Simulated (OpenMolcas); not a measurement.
How methods differ on SnH2F (SMILES [F][SnH2])

SnH2F has 4 atoms, charge 0, and is taken as a doublet. As SMILES, `[F][SnH2]`. Geometry: relaxed at PBE0-D4/def2-TZVP.

Quantity: the dipole moment, in D. The values are calculated.

| level | kind | program | value (D) | CPU time |
| --- | --- | --- | --- | --- |
| UHF/def2-TZVPP (core potential) | Hartree–Fock | OpenMolcas | 3.08 | 17 s |
| UBLYP/def2-TZVPP (core potential) | GGA | OpenMolcas | 2.50 | 45 s |
| U-r2SCAN/def2-TZVPP (core potential) | meta-GGA | OpenMolcas | 2.60 | 59 s |
| UM06-L/def2-TZVPP (core potential) | meta-GGA | OpenMolcas | 2.56 | 51 s |
| UB3LYP/def2-TZVPP (core potential) | global hybrid | OpenMolcas | 2.70 | 40 s |
| UBHLYP/def2-TZVPP (core potential) | global hybrid | OpenMolcas | 2.92 | 36 s |
| UM06-2X/def2-TZVPP (core potential) | hybrid meta-GGA | OpenMolcas | 2.92 | 50 s |
| UPBE0/def2-TZVPP (core potential) | global hybrid | OpenMolcas | 2.70 | 44 s |

The values span 2.50 to 3.08 D. Magnitudes only. Times are those of the runs behind each value, whatever else they computed, on shared processors of several kinds: orders of magnitude only.
